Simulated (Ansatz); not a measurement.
A nudged elastic band was laid between two geometries of a periodic cell of 19 atoms, Sc18Ag (surface Sc(0001), adsorbate Ag).

Theory: DFT PBE, scalar-relativistic, plane waves, PAW (Ansatz 0.2.0). Settings: cutoff 420 eV, k mesh 3x2x1, gaussian smearing 0.15 eV, no spin polarisation.

- movable images: 5
- climbing image: yes
- spring: 2.0 eV/Å²
- optimiser: lbfgs
- start path: IDPP
- force threshold: 0.05 eV/Å
- iteration limit: 15
- end points: relaxed
- atoms held: 1 to 6

Initial state:

```xyz
19
Lattice="6.6200 0.0000 0.0000 4.9650 8.5996 0.0000 0.0000 0.0000 18.2761" Properties=species:S:1:pos:R:3
Sc 0.000 0.000 1.000
Sc 3.310 0.000 1.000
Sc 1.655 2.867 1.000
Sc 4.965 2.867 1.000
Sc 3.310 5.733 1.000
Sc 6.620 5.733 1.000
Sc 0.003 1.902 3.543
Sc 3.307 1.922 3.514
Sc 1.653 4.767 3.501
Sc 4.967 4.769 3.504
Sc 3.327 7.652 3.508
Sc 6.603 7.648 3.509
Sc 0.001 -0.020 6.102
Sc 3.308 -0.009 6.004
Sc 1.655 2.885 6.061
Sc 4.964 2.864 6.044
Sc 3.292 5.744 6.008
Sc 6.638 5.740 6.013
Ag 8.278 6.706 8.153
```

Final state:

Only the atoms that move by more than 0.05 Å are listed.
```
Sc13 -0.002 -0.009 6.004
Sc14 3.311 -0.020 6.102
Ag19 11.588 6.706 8.153
```

Question: Which bonds break or form, and what moves?

Answer: The atom that moves furthest is Ag19, by 3.31 Å; four of its nearest neighbours are Sc14 2.86, Sc17 2.86, Sc18 2.86, Sc13 4.32 Å at the first end and Sc13 2.86, Sc18 2.86, Sc17 2.86, Sc14 4.32 Å at the last.

Question: What energy profile does the band end with?

Answer: It converged. The highest image is number 4 of 0 to 6, 0.071 eV above the ends, which have the same energy within 2 meV. The profile has 2 maxima (images 2, 4) with wells between them (image 3): this band takes more than one step, which may be the mechanism or a detour left from its start path. The order of the point at the top wasn't checked. Limits of this set-up: coarse k mesh, thin slab, slab without dipole correction, a typed lattice constant that wasn't relaxed here.

| image | path coordinate (Å) | energy (eV) | Sc14–Ag19 (Å) | Sc13–Ag19 (Å) |
| --- | --- | --- | --- | --- |
| 0 | 0.00 | 0.000 | 2.86 | 4.32 |
| 1 | 0.66 | 0.049 | 2.79 | 3.72 |
| 2 | 1.31 | 0.066 | 2.78 | 3.16 |
| 3 | 1.99 | 0.027 | 2.88 | 2.86 |
| 4 | 2.69 | 0.071 | 3.22 | 2.77 |
| 5 | 3.30 | 0.046 | 3.75 | 2.79 |
| 6 | 3.93 | 0.000 | 4.32 | 2.86 |

Question: What is the geometry of the highest image?

Answer: 
```xyz
19
Lattice="6.6200 0.0000 0.0000 4.9650 8.5996 0.0000 0.0000 0.0000 18.2761" Properties=species:S:1:pos:R:3
Sc 0.000 0.000 1.000
Sc 3.310 0.000 1.000
Sc 1.655 2.867 1.000
Sc 4.965 2.867 1.000
Sc 3.310 5.733 1.000
Sc 6.620 5.733 1.000
Sc -0.007 1.908 3.485
Sc 3.296 1.878 3.559
Sc 1.619 4.749 3.518
Sc 4.957 4.757 3.512
Sc 3.299 7.626 3.488
Sc 6.646 7.611 3.516
Sc 0.009 -0.009 5.924
Sc 3.380 -0.090 6.152
Sc 1.626 2.828 6.054
Sc 4.971 2.835 6.035
Sc 3.266 5.691 5.962
Sc 6.527 5.740 6.141
Ag 10.561 7.286 8.141
```

The run took 27 min on 4 threads of Intel(R) Xeon(R) Platinum 8259CL CPU @ 2.50GHz (Skylake/Cascade Lake), with other jobs on the host, peak memory 5.2 GiB.
